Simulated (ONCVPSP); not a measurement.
**Configuration tests for magnesium (Mg) (ONCV)**

ONCVPSP 4.0.1 input, shortened (lines: element, Z, core and valence counts, functional; n l f; lmax; l rc ep ncon nbas qcut; lloc lpopt rc5 dvloc0; l nproj debl; icmod fcfact rcfact), PBE, scalar-relativistic:

```
  Mg 12.00    1    4        4      upf
    1    0    2.00
    2    0    2.00
    2    1    6.00
    3    0    1.00
    3    1    1.00
    2
    0    1.35    0.00    5    9   10.70
    1    1.10    0.00    3    6   15.60
    2    1.15    0.11    4    8    7.50
    4    3    0.90    4.00
    0    2    0.90
    1    2    1.10
    2    2    1.30
    1    0.65    0.00
```

Energies are relative to the spin-unpolarised reference configuration 2s2 2p6 3s1 3p1; without spin polarisation the order of configurations can differ from experiment.

```json
{"valence configuration": "2s2 2p6 3s2 3p0", "charge": "0", "ΔE all-electron (eV)": "-3.491", "error AE − PS (meV)": "0.0"}
{"valence configuration": "2s2 2p6 3s1 3p0", "charge": "+1", "ΔE all-electron (eV)": "4.469", "error AE − PS (meV)": "+0.1"}
{"valence configuration": "2s2 2p6 3s0 3p0", "charge": "+2", "ΔE all-electron (eV)": "19.494", "error AE − PS (meV)": "-0.7"}
```

**Question.** What are ΔE and the potential's error for 2s2 2p6 3s0 3p1?

**Answer.** ΔE = 8.836 eV all-electron; the error (AE − PS) is -0.4 meV.

Levels in the configuration 2s2 2p6 3s0 3p0:

| level | all-electron (eV) | pseudo (eV) |
| --- | --- | --- |
| 2s | -99.968 | -99.993 |
| 2p | -66.705 | -66.708 |
